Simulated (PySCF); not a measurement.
# Working out the excitation energy of N

N [He] 2s2 2p3 (4S) → N [He] 2s1 2p4 (4P). Computed with PySCF 2.14 in ANO-RCC-VTZP (4s3p2d1f, 30 functions), with scalar relativity by spin-free X2C-1e. Frozen: nothing. Energies in hartree (1 hartree = 27.21139 eV):

```csv
part,N (lower),N (upper)
UHF,-54.433556,-54.031348
CCSD correlation,-0.120162,-0.120673
(T),-0.002580,-0.003309
```

**Question.** What does Hartree-Fock give?

**Answer.** (-54.031348) − (-54.433556) = 0.402208 hartree = 10.945 eV.

**Question.** What do CCSD and CCSD(T) give?

**Answer.** The CCSD correlation energies differ by -0.000511 hartree = -0.014 eV and the triples by -0.000729 hartree = -0.020 eV, so CCSD gives 10.931 eV and CCSD(T) 10.911 eV.

Measured between the centres of the two terms (NIST): 10.927 eV, so CCSD(T) (valence and next inner shell) is off by -0.016 eV.

What remains against the reference includes basis incompleteness and higher excitations.
